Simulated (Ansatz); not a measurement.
Start from `C=[CH][In]([CH3])[Cl]` and change one atom or group to get `[CH3][In]([Cl])[I]`.

Ansatz, PBE0-D4/def2-TZVP geometries, multiplicity 1. Each molecule was computed in one conformer, which needn't be the lowest.

Elements past krypton have def2 core potentials.  Spin–orbit coupling is left out; it splits and shifts lone-pair levels of the heavy atoms by tenths of an eV.

| property | `C=[CH][In]([CH3])[Cl]` |
| --- | --- |
| LUMO energy (PBE0/def2-TZVPP) / eV | -1.57 |
| size of the dipole moment (ωB97M-V/def2-TZVPP) / D | 3.54 |
| size of the dipole moment (B3LYP/def2-TZVPP) / D | 3.54 |
| HOMO energy (PBE/def2-TZVPP) / eV | -6.47 |
| HOMO energy (B3LYP/def2-TZVPP) / eV | -7.47 |
| HOMO–LUMO gap (ωB97M-V/def2-TZVPP) / eV | 9.92 |

(1) What does the change do to each property? (An estimate is asked.)

Answers

(1) The calculation gave: 
```
                                          property  `[CH3][In]([Cl])[I]`  shift
                LUMO energy (PBE0/def2-TZVPP) / eV                 -1.79  -0.22
size of the dipole moment (ωB97M-V/def2-TZVPP) / D                  3.21  -0.33
  size of the dipole moment (B3LYP/def2-TZVPP) / D                  3.23  -0.31
                 HOMO energy (PBE/def2-TZVPP) / eV                 -6.51  -0.04
               HOMO energy (B3LYP/def2-TZVPP) / eV                 -7.39   0.08
           HOMO–LUMO gap (ωB97M-V/def2-TZVPP) / eV                  9.69  -0.23
```

With PBE0 the HOMO rises by 0.05 eV and the LUMO falls by 0.22 eV, so the gap narrows by about 0.27 eV. PBE moves the HOMO by -0.04 eV and ωB97M-V by 0.10 eV. Dipoles are sizes alone; their direction can turn.

Positive LUMOs are unbound, so they and the gaps depend on the basis.

B3LYP here is the variant with VWN-RPA as its local correlation; programs differ in this.
